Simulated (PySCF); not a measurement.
## Working out the excitation energy of Cu

Cu [Ar] 3d10 4s1 (2S) → Cu [Ar] 3d10 4p1 (2P). Calculation: PySCF 2.14, in aug-cc-pVDZ-DK; scalar relativity by spin-free X2C-1e. Frozen: [Ar]. Energies in hartree (1 hartree = 27.21139 eV):

```tsv
part	Cu (lower)	Cu (upper)
UHF	-1653.148632	-1653.031141
CCSD correlation	-0.401209	-0.381856
(T)	-0.016525	-0.014414
```

What does Hartree-Fock give?

(-1653.031141) − (-1653.148632) = 0.117491 hartree = 3.197 eV.

What do CCSD and CCSD(T) give?

The CCSD correlation energies differ by 0.019353 hartree = 0.527 eV and the triples by 0.002111 hartree = 0.057 eV, so CCSD gives 3.724 eV and CCSD(T) 3.781 eV.

Measured between the centres of the two terms (NIST): 3.806 eV, so CCSD(T) (valence) is off by -0.025 eV.

A double-zeta basis recovers only part of the correlation energy.

The coupled-cluster amplitudes are large, so a single reference is strained.

What remains against the reference includes basis incompleteness, the frozen core and higher excitations.
